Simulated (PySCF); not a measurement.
**Electron correlation in As²⁺ (arsenic, charge +2)**

[Ar] 3d10 4s2 4p1, 2P determinant. Computed with PySCF 2.14 in 6-31G* (5s4p3d, 32 functions), with the non-relativistic Hamiltonian (point nucleus). Frozen: [Ar] 3d10; 3 electrons correlated.

MP2 pair energies summed by pair of shells (mhartree):

```tsv
pair	energy	share (%)
4s-4s	-19.19	58.1
4s-4p	-13.82	41.9
```

Total MP2 correlation energy: -33.01 mhartree.

Same-spin part -1.98 and opposite-spin part -31.03 mhartree; SCS-MP2 scales them by 1/3 and 6/5 to -37.90 mhartree.

```
  level  correlation energy (mhartree)
   CCSD                         -48.72
    (T)                          -0.44
CCSD(T)                         -49.16
```

Diagnostics: T1 = 0.0080, D1 = 0.0193, largest double amplitude 0.102.

Cost of the coupled-cluster step: 0.13 s of wall time on 1 thread of Neoverse-V1 (shared host), for 3 correlated electrons.

Iterations:

```
CC2 = 0
CCSD nocc = (np.int64(2), np.int64(1)), nmo = (18, 18)
frozen orbitals [[0, 1, 2, 3, 4, 5, 6, 7, 8, 9, 10, 11, 12, 13], [0, 1, 2, 3, 4, 5, 6, 7, 8, 9, 10, 11, 12, 13]]
max_cycle = 100
direct = 0
conv_tol = 1e-08
conv_tol_normt = 1e-06
diis_space = 8
diis_start_cycle = 0
Init t2, MP2 energy = -0.0330109815954879
Init E_corr(UCCSD) = -0.0330109815962609
cycle = 1  E_corr(UCCSD) = -0.0432099718793746  dE = -0.0101989903  norm(t1,t2) = 0.0472968
cycle = 2  E_corr(UCCSD) = -0.0466238169460069  dE = -0.00341384507  norm(t1,t2) = 0.0184337
cycle = 3  E_corr(UCCSD) = -0.0487260893936192  dE = -0.00210227245  norm(t1,t2) = 0.00775835
cycle = 4  E_corr(UCCSD) = -0.0487102593623069  dE = 1.58300313e-05  norm(t1,t2) = 0.000794473
cycle = 5  E_corr(UCCSD) = -0.0487195266442867  dE = -9.26728198e-06  norm(t1,t2) = 7.35336e-05
cycle = 6  E_corr(UCCSD) = -0.0487166467345981  dE = 2.87990969e-06  norm(t1,t2) = 1.15373e-05
cycle = 7  E_corr(UCCSD) = -0.0487178059434529  dE = -1.15920885e-06  norm(t1,t2) = 3.24021e-06
cycle = 8  E_corr(UCCSD) = -0.0487175575128032  dE = 2.4843065e-07  norm(t1,t2) = 7.89305e-07
cycle = 9  E_corr(UCCSD) = -0.048717561670902  dE = -4.1580988e-09  norm(t1,t2) = 5.54792e-08
UCCSD converged
E(UCCSD) = -2232.940530467043  E_corr = -0.04871756167090201
UCCSD(T) correction = -0.000438076005339819
```
